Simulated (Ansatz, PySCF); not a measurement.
Stretching the Ge3–C2 bond in C2H6GeO3 (SMILES C=[CH][Ge]([OH])([OH])[OH]) (multiplicity 1 held, fragments rigid). Energies count from the point at 1.925 Å.
Geometry at that point (charge 0, multiplicity 1):
```xyz
12

C      2.533    -0.140     0.588
C      1.658     0.027    -0.398
Ge    -0.241     0.008    -0.082
O     -0.451    -0.131     1.681
O     -1.111     1.440    -0.702
O     -1.081    -1.318    -0.912
H      2.215    -0.301     1.611
H      3.603    -0.123     0.406
H      1.999     0.185    -1.415
H     -1.300    -0.517     1.919
H     -0.963     2.231    -0.173
H     -1.853    -0.990    -1.387
```

Restricted levels (R-, RO-) in cc, def2 and unpolarised 6-31G sets keep to the state of the molecule at rest. U- levels take the lowest unrestricted solution at each point, which mixes spins at long bonds. Left out are points that failed, MP2 points that dive below the minimum, coupled-cluster points behind a jump of the amplitudes or a sharp parting from full CI or MRCI, small-basis points behind a change of solution, and semi-empirical points at long bonds. Curves can end on different states.

Rows in 3-21G, LANL2DZ carry no dispersion term and start afresh at each structure; the Pople sets are all-electron and without relativity. LANL2DZ brings its own core potentials from Na on.

The values were computed with Ansatz (Gaussian basis) for Hartree–Fock, density functionals and correlated methods; PySCF for 3-21G rows, LANL2DZ rows. Each number belongs to the level named beside it.

Energies in kJ/mol.

```json
[
 {"R (Å)": "1.540", "R-HF/3-21G": "264", "R-PBE/cc-pVTZ": "250", "R-BP86/LANL2DZ": "251", "U-B3LYP/cc-pVTZ": "252"},
 {"R (Å)": "1.733", "R-HF/3-21G": "46", "R-PBE/cc-pVTZ": "47", "R-BP86/LANL2DZ": "48", "U-B3LYP/cc-pVTZ": "46"},
 {"R (Å)": "1.925", "R-HF/3-21G": "0", "R-PBE/cc-pVTZ": "0", "R-BP86/LANL2DZ": "0", "U-B3LYP/cc-pVTZ": "0"},
 {"R (Å)": "2.118", "R-HF/3-21G": "37", "R-PBE/cc-pVTZ": "21", "R-BP86/LANL2DZ": "21", "U-B3LYP/cc-pVTZ": "24"},
 {"R (Å)": "2.310", "R-HF/3-21G": "112", "R-PBE/cc-pVTZ": "69", "R-BP86/LANL2DZ": "70", "U-B3LYP/cc-pVTZ": "75"},
 {"R (Å)": "2.599", "R-HF/3-21G": "241", "R-PBE/cc-pVTZ": "151", "R-BP86/LANL2DZ": "155", "U-B3LYP/cc-pVTZ": "163"},
 {"R (Å)": "2.888", "R-HF/3-21G": "364", "R-PBE/cc-pVTZ": "226", "R-BP86/LANL2DZ": "233", "U-B3LYP/cc-pVTZ": "244"},
 {"R (Å)": "3.369", "R-HF/3-21G": "532", "R-PBE/cc-pVTZ": "322", "R-BP86/LANL2DZ": "334", "U-B3LYP/cc-pVTZ": "334"},
 {"R (Å)": "3.850", "R-HF/3-21G": "656", "R-PBE/cc-pVTZ": "383", "R-BP86/LANL2DZ": "398", "U-B3LYP/cc-pVTZ": "362"},
 {"R (Å)": "4.428", "R-HF/3-21G": "761", "R-PBE/cc-pVTZ": "426", "R-BP86/LANL2DZ": "442", "U-B3LYP/cc-pVTZ": "372"},
 {"R (Å)": "5.198", "R-HF/3-21G": "843", "R-PBE/cc-pVTZ": "453", "R-BP86/LANL2DZ": "left out", "U-B3LYP/cc-pVTZ": "375"}
]
```

Doubts at one or more of the structures used: a restricted determinant that unrestricted orbitals would lower (R-HF/3-21G, R-PBE/cc-pVTZ); a spin-contaminated determinant (U-B3LYP/cc-pVTZ).

Ansatz is a quantum-chemistry and plane-wave program.
